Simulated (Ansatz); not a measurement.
Species: KI, charge -1, multiplicity 2. SMILES of the parent species: [K][I]
Geometry from a B3LYP-D3(BJ)/def2-TZVP (Ansatz, a program for electronic structure) optimisation:
```xyz
2

K      0.0000     0.0000    -2.4401
I      0.0000     0.0000     0.8747
```
Charge -1, spin multiplicity 2.

Question: Give the harmonic wavenumbers at B3LYP-D3(BJ)/def2-TZVP (Ansatz, finite differences of forces, unscaled).

Answer: 124 cm⁻¹. Zero-point energy 0.2 kcal/mol.

Question: From these and the geometry, give the ideal-gas thermochemistry at 298.15 K and 1 atm (rigid rotor, harmonic oscillator).

Answer: Point group C∞v, rotational symmetry number 1. Rotational constants 1.539, 1.539 GHz. S(trans) 41.23, S(rot) 18.49, S(vib) 3.04, S(elec, spin only) 1.38, S 64.1 cal/(mol K). H(298) - H(0) 2.51 kcal/mol; G - E(el) -16.4 kcal/mol.
